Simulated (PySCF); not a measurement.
## How methods differ on the excitation energy of Ge⁺

Ge⁺ [Ar] 3d10 4s2 4p1 (2P) → Ge⁺ [Ar] 3d10 4s2 4d1 (2D), as a difference of total energies. Computed with PySCF 2.14 in aug-cc-pwCVTZ-PP with ECP10MDF (8s7p6d4f1g, 96 functions), with a scalar-relativistic core potential. Correlated levels: valence: 3s2 3p6 3d10 frozen; valence and next inner shell: nothing frozen outside the core potential. The calculations carry no spin-orbit coupling.

```
                                method  excitation energy (eV)
                                   UHF                   9.022
                                   LDA                   8.613
                                   PBE                   8.410
                                  PBE0                   8.657
                                r2SCAN                   8.894
                                  PW91                   8.463
                               wB97M-V                   8.911
                                 TPSSh                   8.658
                                PBEsol                   8.479
                         MP2 (valence)                   8.909
                     SCS-MP2 (valence)                   8.917
    MP2 (valence and next inner shell)                   9.027
SCS-MP2 (valence and next inner shell)                   8.995
```

Errors of the correlated levels include the incompleteness of this basis and the frozen core.

For comparison: 9.889 eV (measured; NIST levels, between the centres of gravity of the two terms).
